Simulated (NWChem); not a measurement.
System: CH7Si2, doublet; SMILES [CH]([SiH3])[SiH3]

The following NWChem deck was run.

```
start job
memory heap 200 mb stack 900 mb global 1100 mb
geometry units angstroms noautosym nocenter noautoz
  Si     1.674639    -0.000060     0.124685
  C      0.000000     0.000000    -0.684961
  Si    -1.674639     0.000060     0.124685
  H      2.478729    -1.174320    -0.323135
  H      2.442521     1.224246    -0.247413
  H      1.545788    -0.046871     1.604892
  H      0.000000     0.000000    -1.778690
  H     -2.442521    -1.224246    -0.247413
  H     -2.478729     1.174320    -0.323135
  H     -1.545788     0.046871     1.604892
end
basis spherical
  * library def2-svp
end
dft
  odft
  mult 2
  xc m05-2x
  iterations 150
end
cosmo
  do_cosmo_smd true
  solvent water
end
task dft energy
```

In the optimisation the excess spin sits in b (C2, its own frame). Geometry: optimised at B3LYP/6-31G* (spherical d), spin-unrestricted. No stability test was run on the SCF state. Solvent: water.

Level: M05-2X/def2-SVP with SMD (1 M gas to 1 M solution), gas-phase geometry. Reactions with the solvent are ignored.

Task: What results follow from this input? (M05-2X/def2-SVP, spin-unrestricted, SMD on the gas-phase geometry.) Quantities: solvation free energy (kcal/mol); cavity-dispersion-structure term (kcal/mol); dipole in solution (D).

Result: The solvation free energy (kcal/mol) is 3.4 and the cavity-dispersion-structure term (kcal/mol) is 4.2. The dipole in solution (D) comes out as 0.79.
